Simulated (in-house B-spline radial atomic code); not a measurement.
# RPA and G0W0 on r2SCAN: Si⁷⁺

Configuration [He] 2s2 2p3, highest spin, mean-field start r2SCAN. Computed with a B-spline radial code for spherical atoms: all electrons, scalar-relativistic (spin-free one-electron X2C), finite nucleus, each spin shell either full or empty, empty states to l = 9 with an (l + 1/2)⁻⁴ tail; G0W0 by contour deformation at full frequency.

Command:
```bash
python run_gw.py task.json out
```
Settings (radii: box in bohr, nucleus in fm):
```
Z                        14
electrons                7
configuration            [He] 2s2 2p3
hamiltonian              x2c
method                   r2scan
lmax                     9
rms_radius               3.1224
spin_polarised           True
box_radius               8.41
intervals                68
```

Cost of the run: 1.1 s on 1 thread of Arm Neoverse V1, on a shared host.

Energies (hartree):

| term | value |
| --- | --- |
| mean-field total | -263.41856 |
| Hartree-Fock functional on these orbitals | -263.22661 |
| direct second order | -0.42833 |
| second-order exchange | 0.20886 |
| SOSEX correction | 0.1887 |

What is the RPA correlation energy, and what remains with SOSEX?

RPA gives -0.38668 hartree (-1.5 eV per electron); RPA + SOSEX gives -0.19798, and the second-order doubles -0.21947 hartree (no singles). SOSEX takes back 49 % of the RPA value.

Quasi-particle levels (eV):

| level | occupied | mean field | Σx - vxc | Σc | QP weight | G0W0 |
| --- | --- | --- | --- | --- | --- | --- |
| 2p up | yes | -284.07 | -21.57 | ? | ? | ? |
| 2s down | yes | -306.36 | -14.43 | -3.19 | 0.974 | -323.98 |
| 1s down | yes | -2011.48 | -78.90 | 16.34 | 0.905 | -2074.04 |
| 2p down | no | -263.81 | 21.54 | -4.11 | 0.981 | -246.39 |

G0W0 = mean field + (Σx - vxc) + Σc, with Σc (partial-wave tail included) taken at the quasi-particle energy. Levels of low weight are left out.

Where does G0W0 put 2p up?

At -303.87 eV, with Σc = 1.78 eV and a quasi-particle weight of 0.973. The tabulated removal energy is 303.59 ± 0.05 eV (NIST, semi-empirical); the calculation leaves out spin-orbit coupling, Breit and QED terms, and what these don't explain is the method's own error.
